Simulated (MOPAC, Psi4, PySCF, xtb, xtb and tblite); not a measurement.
Two geometries of C₉H₁₃N, SMILES CC(C)(C)c1ccncc1, singlet, relaxed at GFN2-xTB with one dihedral held; other torsions can differ between them too.

Structure A

```
23

C      1.7035    -0.6225     1.0923
C      0.9632     0.0502    -0.0680
C      1.4483    -0.5963    -1.3729
C      1.2965     1.5486    -0.0805
C     -0.5439    -0.0848     0.0634
C     -1.1718    -0.3697     1.2723
C     -2.5555    -0.4324     1.3242
N     -3.3406    -0.2281     0.2820
C     -2.7529     0.0569    -0.8673
C     -1.3808     0.1442    -1.0273
H      1.4065    -1.6647     1.1866
H      1.5138    -0.1131     2.0340
H      2.7755    -0.5882     0.9102
H      1.0828    -0.0652    -2.2471
H      2.5354    -0.5835    -1.4094
H      1.1145    -1.6303    -1.4311
H      2.3701     1.6931    -0.1801
H      0.8014     2.0466    -0.9111
H      0.9676     2.0191     0.8439
H     -0.6079    -0.5495     2.1724
H     -3.0629    -0.6570     2.2539
H     -3.4197     0.2262    -1.7033
H     -0.9812     0.3918    -1.9975
```

Structure B

```
23

C     -1.6872    -0.6155     1.0975
C     -0.9494     0.0658    -0.0576
C     -1.3933    -0.5923    -1.3715
C     -1.3292     1.5532    -0.0649
C      0.5592    -0.0542     0.0650
C      1.3876     0.5108    -0.9039
C      2.7607     0.3949    -0.7824
N      3.3569    -0.2325     0.2176
C      2.5797    -0.7702     1.1396
C      1.1944    -0.7118     1.1130
H     -1.4659    -1.6800     1.1300
H     -1.4206    -0.1662     2.0517
H     -2.7604    -0.4998     0.9603
H     -0.9435    -0.1038    -2.2317
H     -2.4748    -0.5314    -1.4722
H     -1.1041    -1.6414    -1.3845
H     -2.4090     1.6618    -0.1402
H     -0.8757     2.0745    -0.9035
H     -0.9975     2.0319     0.8544
H      0.9764     1.0389    -1.7502
H      3.4217     0.8260    -1.5236
H      3.0945    -1.2771     1.9460
H      0.6375    -1.1790     1.9080
```

Task: Which is lower in energy at the level B3LYP-D3(BJ)/def2-SVP // GFN2-xTB in Psi4, and by how much?

Result: B is lower, by 1.58 kJ/mol (dihedral C1–C2–C5–C6: 20° in A, 180° in B).

E(B) − E(A) in kJ/mol at the other levels, on the same two geometries: GFN2-xTB (xtb and tblite) -1.43; B3LYP/def2-SVP // GFN2-xTB (Psi4) -1.57; PBE/def2-SVP // GFN2-xTB (Psi4) -1.55; PBE-D3(BJ)/def2-SVP // GFN2-xTB (Psi4) -1.56; PM6, restricted, heats of formation // GFN2-xTB (MOPAC) -0.21; AM1, restricted, heats of formation // GFN2-xTB (MOPAC) -1.61; GFN1-xTB // GFN2-xTB (xtb) -1.08; restricted B3LYP/6-31G*, spherical d, density fitting // GFN2-xTB (PySCF) -1.98; restricted B3LYP/LANL2DZ, density fitting // GFN2-xTB (PySCF) -1.85; restricted B3LYP/6-311+G**, spherical d, density fitting // GFN2-xTB (PySCF) -1.70; restricted M06-2X/6-31G*, spherical d, density fitting // GFN2-xTB (PySCF) -2.13.
